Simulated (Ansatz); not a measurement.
Program: Ansatz. Geometries: PBE0-D4/def2-TZVP. ΔE: electronic, gas phase. CCSD(T)/CBS is the MP2 limit (def2-TZVPP, def2-QZVPP) plus CCSD(T) − MP2 in def2-TZVPP, frozen cores. This one scheme is used for every species. Functionals use def2-TZVPP. B3LYP here is the variant with VWN-RPA as its local correlation; programs differ in this. Each species was taken in one conformer, which may not be the lowest.

`CC(C)CC(=O)c1ccccc1` + CH₃OH → `COC(=O)c1ccccc1` + `CC(C)C`  (substitution at a C–C bond)

```json
{"level": "BLYP-D4", "ΔE (kJ/mol)": "-63.9"}
{"level": "r2SCANh-D4", "ΔE (kJ/mol)": "-68.9"}
{"level": "B3LYP", "ΔE (kJ/mol)": "-74.6"}
{"level": "RPA@PBE/def2-TZVPP", "ΔE (kJ/mol)": "-56.6"}
{"level": "CCSD/def2-SVP", "ΔE (kJ/mol)": "-72.3"}
{"level": "CCSD(T)/def2-SVP", "ΔE (kJ/mol)": "-71.9"}
{"level": "HF/def2-QZVPP", "ΔE (kJ/mol)": "-77.1"}
{"level": "MP2/CBS(def2)", "ΔE (kJ/mol)": "-51.1"}
```

**Question.** What does CCSD(T)/CBS give? (Best estimate.)

**Answer.** Computed: -54.4 kJ/mol. The listed levels differ from it by -9.5, -14.5, -20.2, -2.2, -17.9, -17.5, -22.7, 3.3 kJ/mol.

Largest T1 diagnostic among the species: 0.013.

From BLYP to BHLYP (50 % exact exchange), in def2-TZVPP and without D4, ΔE moves by +3.5 kJ/mol. The D4 term adds +11.0 kJ/mol with B3LYP and +7.2 kJ/mol with PBE0; it sums over pairs of atoms, weighted by their polarisabilities, and B3LYP, whose exchange is more repulsive, gets the larger term. At CCSD(T), def2-SVP lies −17.5 kJ/mol from the extrapolated value and def2-TZVPP −3.1 kJ/mol.

CCSD(T)/CBS has its own doubt, a few kJ/mol and more with outer-core shells, so smaller differences from it don't rank the levels.
